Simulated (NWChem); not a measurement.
Molecule: GeH2OF2; SMILES [OH][GeH]([F])[F]

```xyz
6

Ge    -0.2760    -0.0152     0.0000
O      0.3657    -1.6353     0.0000
F      0.3539     0.8486     1.3538
F      0.3539     0.8486    -1.3538
H     -1.7922    -0.0290     0.0000
H      1.3293    -1.6782     0.0000
```
Atoms are numbered in this order, from 1.

Computed with NWChem. Coordinates come from a PBE0/def2-SVP optimisation. Level B3LYP/def2-SVP: energy and gradient on several grids; changes count from the extra-fine grid, which is no exact limit either.

**Question.** Which is the coarsest grid (fine; xfine; xcoarse; coarse; medium) from which on the energy stays within 50 μHa and each gradient component within 100 μHa/bohr of xfine?

**Answer.** fine.
| grid | size of the energy change (μHa) | largest change of a gradient component (μHa/bohr) |
|---|---|---|
| xcoarse | 1000 | 8000 |
| coarse | 50 | 900 |
| medium | < 10 | 200 |
| fine | < 10 | < 30 |
| xfine | < 10 | < 30 |
